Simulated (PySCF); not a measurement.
**Carbon: a sound run and one with changed settings**

Sound run: C²⁺ [He] 2s2, C³⁺ [He] 2s1. Calculation: PySCF 2.14, in cc-pVDZ-DK (3s2p1d, 14 functions); the spin-free X2C one-electron Hamiltonian (Gaussian nucleus). The sound run starts from symmetry-adapted Hartree-Fock orbitals and uses a fine grid where one is needed.

Changed run: radial step 0.8 in ln r (0.13 in the sound run). This setting is unsound on purpose.

| species | method | sound run (hartree) | changed run (hartree) | converged |
| --- | --- | --- | --- | --- |
| C²⁺ | UHF | -36.41588 | -36.41588 | yes |
| C²⁺ | B3LYP | -36.52205 | -36.52803 | yes |
| C²⁺ | M06-2X | -36.53486 | -36.52396 | yes |
| C³⁺ | UHF | -34.73188 | -34.73188 | yes |
| C³⁺ | B3LYP | -34.78507 | -34.78904 | yes |
| C³⁺ | M06-2X | -34.79472 | -34.78579 | yes |

Ionisation energy of C²⁺:

| method | sound run (eV) | changed run (eV) |
| --- | --- | --- |
| UHF | 45.824 | 45.824 |
| B3LYP | 47.266 | 47.320 |
| M06-2X | 47.352 | 47.298 |

A coarse radial grid mis-integrates the density and the exchange-correlation energy, with errors of either sign; Hartree-Fock needs no grid.

For comparison, NIST gives 47.888 eV between the lowest levels.
